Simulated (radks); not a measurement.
Effect of the nuclear size on neutral tungsten, [Xe] 4f14 5d4 6s2. Method: Dirac Kohn-Sham, PBE, spin-unpolarised, spherical densities, finite nucleus; open shells fill j = l - 1/2 first; Fermi nuclear charge, rms radius 5.3658 fm; computed with a radial shooting solver on a logarithmic mesh with Libxc functionals. The rms radius is varied about that value; shifts are against it.

| rms radius (fm) | total energy shift (eV) | density at nucleus (e/bohr^3) | 1s1/2 shift (meV) | 2s1/2 shift (meV) | 5s1/2 shift (meV) | 5p1/2 shift (meV) | 6s1/2 shift (meV) | 5d3/2 shift (meV) | 6p1/2 (empty) shift (meV) |
|---|---|---|---|---|---|---|---|---|---|
| 4.5717 | -16.3 | 1.506e+06 | -6610 | -931 | -8.39 | 0.526 | -0.558 | 0.540 | 0.190 |
| 5.0707 | -6.26 | 1.453e+06 | -2540 | -357 | -3.22 | 0.202 | -0.214 | 0.207 | 0.073 |
| 5.3658 | 0 | 1.424e+06 | 0.000 | 0.000 | 0.000 | 0.000 | 0.000 | 0.000 | 0.000 |
| 5.6502 | 6.25 | 1.399e+06 | 2530 | 357 | 3.22 | -0.201 | 0.214 | -0.207 | -0.073 |
| 6.6375 | 29.6 | 1.323e+06 | 12000 | 1690 | 15.2 | -0.950 | 1.01 | -0.978 | -0.345 |

Slopes of the eigenvalues against <r^2> in GHz/fm^2, as finite differences over the two radii next to the reference (eigenvalue slopes, not the field-shift constants of lines): 1s1/2 197000, 2s1/2 27800, 5s1/2 251, 5p1/2 -15.7, 6s1/2 16.6, 5d3/2 -16.1, 6p1/2 (empty) -5.69.
